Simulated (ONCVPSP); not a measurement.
# Which setting gave this result? (nitrogen, ONCV)

Base potential:

ONCVPSP 4.0.1 input, shortened (lines: element, Z, core and valence counts, functional; n l f; lmax; l rc ep ncon nbas qcut; lloc lpopt rc5 dvloc0; l nproj debl; icmod fcfact rcfact), PBE, scalar-relativistic:

```
  N 7.00    1    2        4      upf
    1    0    2.00
    2    0    2.00
    2    1    3.00
    2
    0    0.75    0.00    4    7    9.80
    1    1.65    0.00    5   10    8.30
    2    1.40    0.06    3    8    7.70
    4    3    0.70    6.00
    0    3    3.80
    1    2    1.80
    2    2    3.40
    3    5.00    1.10
```

Cutoffs, loose and tight: the cutoffs (Ha) at which the residual kinetic energy of the hardest occupied pseudo-wave falls to 1 and 0.1 mHa per electron. They do not see the model core or the augmentation charge, which bear on the density cutoff. Test errors are all-electron minus pseudo excitation energies from the reference, over the configurations 2s2 2p2; 2s2 2p1; 2s2 2p0; 2s2 2p2.5; variants that change the core or the reference have their own tests.

Only the p radius is moved:

```json
{"p radius (bohr)": "1.18", "cutoff, loose": "33 Ha", "cutoff, tight": "184 Ha", "bound ghosts": "s", "largest test error (meV)": "+386", "median size of the test errors": "41.1 meV"}
{"p radius (bohr)": "1.46", "cutoff, loose": "30 Ha", "cutoff, tight": "184 Ha", "bound ghosts": "s", "largest test error (meV)": "+558", "median size of the test errors": "65.6 meV"}
{"p radius (bohr)": "1.66", "cutoff, loose": "30 Ha", "cutoff, tight": "184 Ha", "bound ghosts": "s", "largest test error (meV)": "+735", "median size of the test errors": "92.4 meV"}
{"p radius (bohr)": "2.06", "cutoff, loose": "30 Ha", "cutoff, tight": "184 Ha", "bound ghosts": "s", "largest test error (meV)": "+1216", "median size of the test errors": "169.1 meV"}
{"p radius (bohr)": "2.34", "cutoff, loose": "30 Ha", "cutoff, tight": "184 Ha", "bound ghosts": "s", "largest test error (meV)": "+1706", "median size of the test errors": "252.8 meV"}
```

Question: One more run gave cutoff, loose: 30 Ha; cutoff, tight: 184 Ha; bound ghosts: s; largest test error (meV): +920; median size of the test errors: 121.8 meV. Which value of the p radius was used?

Answer: 1.84 bohr. The median size of the test errors moves one way along this sweep, from 41.1 meV at 1.18 to 252.8 meV at 2.34 bohr, which places the run between 1.66 and 2.06 bohr.
